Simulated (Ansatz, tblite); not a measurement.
Removing an electron: [BF4]- (BF₄⁻). Charge -1, multiplicity 1. Geometry: PBE-D4/def2-SVPD. Ansatz, gas phase; energy differences of separate SCF runs; the oxidised species was run as a doublet alone.

```xyz
5

B     0.0000    0.0000    0.0000
F    -1.2630    0.1303   -0.6469
F    -0.1433   -0.8112    1.1628
F     0.4763    1.2893    0.3760
F     0.9300   -0.6084   -0.8919
```

The xTB rows come from tblite. HOMO above LUMO, or a gap near zero within one spin, warns that the state may not be the lowest or that an electron is smeared out.

```json
{"level": "GFN1-xTB", "−HOMO (eV)": "7.44", "vertical IE (eV)": "11.64", "−LUMO (eV)": "-5.90", "HOMO–LUMO gap (eV)": "13.34", "remarks": "–"}
{"level": "GFN2-xTB", "−HOMO (eV)": "7.42", "vertical IE (eV)": "11.36", "−LUMO (eV)": "-12.29", "HOMO–LUMO gap (eV)": "19.71", "remarks": "–"}
{"level": "PBE-D4/def2-TZVPD", "−HOMO (eV)": "2.74", "vertical IE (eV)": "6.48", "−LUMO (eV)": "-3.78", "HOMO–LUMO gap (eV)": "6.52", "remarks": "gap within one spin near zero (doublet)"}
{"level": "r2SCAN-D4/def2-TZVPD", "−HOMO (eV)": "3.20", "vertical IE (eV)": "6.84", "−LUMO (eV)": "-4.32", "HOMO–LUMO gap (eV)": "7.53", "remarks": "–"}
{"level": "PBE0-D4/def2-TZVPD", "−HOMO (eV)": "4.83", "vertical IE (eV)": "7.41", "−LUMO (eV)": "-4.20", "HOMO–LUMO gap (eV)": "9.04", "remarks": "–"}
```

  Raw xTB energy differences between charge states are shifted by several eV; the methods need an empirical correction for them.
